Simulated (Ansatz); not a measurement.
`C[CH2][SnH2][SiH3]` + `OCS` → `[SiH3]OCS` + `C[CH2][SnH3]`  (cleavage of the Si–Sn bond)

Program: Ansatz. Geometries: PBE0-D4/def2-TZVP. ΔE: electronic, gas phase. CCSD(T)/CBS is the MP2 limit (def2-TZVPP, def2-QZVPP) plus CCSD(T) − MP2 in def2-TZVPP, frozen cores. DFT in def2-TZVPP. Elements past krypton have def2 core potentials. For Sn outer-core shells are correlated without core-valence functions, which leaves a few kJ/mol of doubt a bond. Each species was taken in one conformer, which may not be the lowest.

```
         level  ΔE (kJ/mol)
       ωB97M-V        -61.7
MP2/def2-TZVPP        -62.9
```

Problem. What does CCSD(T)/CBS give? (Best estimate.)

Solution. The calculation gave: -55.3 kJ/mol. The listed levels differ from it by -6.4, -7.6 kJ/mol.

Largest T1 diagnostic among the species: 0.012.

From PBE to PBE0 (25 % exact exchange), in def2-TZVPP and without D4, ΔE moves by −4.4 kJ/mol. In def2-TZVPP, CCSD(T) changes the Hartree–Fock value by +20.5 kJ/mol (the triples alone add +2.2 kJ/mol) and MP2 by +18.4 kJ/mol.
